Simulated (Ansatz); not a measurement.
BrCl₂GeH (`[Cl][GeH]([Cl])[Br]`), relaxed with RKS PBE-D4/def2-SVP in Ansatz 0.2.0 from a rough embedded geometry. The force threshold is 0.03 eV/Å; the program also tests the step.

The species carries charge 0 and has multiplicity 1.

Start:

```xyz
5

Cl   -0.507   -1.324    1.600
Ge    0.107   -0.067   -0.031
Cl   -1.398   -0.188   -1.557
Br    0.332    2.124    0.586
H     1.467   -0.545   -0.598
```

```json
{"step": "1", "energy (eV)": "-151576.9382", "largest force (eV/Å)": "0.345", "largest move (Å)": "0.000"}
{"step": "2", "energy (eV)": "-151576.9521", "largest force (eV/Å)": "0.054", "largest move (Å)": "0.063"}
{"step": "3", "energy (eV)": "-151576.9529", "largest force (eV/Å)": "0.009", "largest move (Å)": "0.014"}
```

End:

```xyz
5

Cl   -0.494   -1.283    1.620
Ge    0.121   -0.069   -0.058
Cl   -1.403   -0.193   -1.583
Br    0.310    2.123    0.635
H     1.467   -0.579   -0.614
```

Run time 3.7 s (4 threads of a server CPU on a shared host); peak host memory 0.18 GiB.
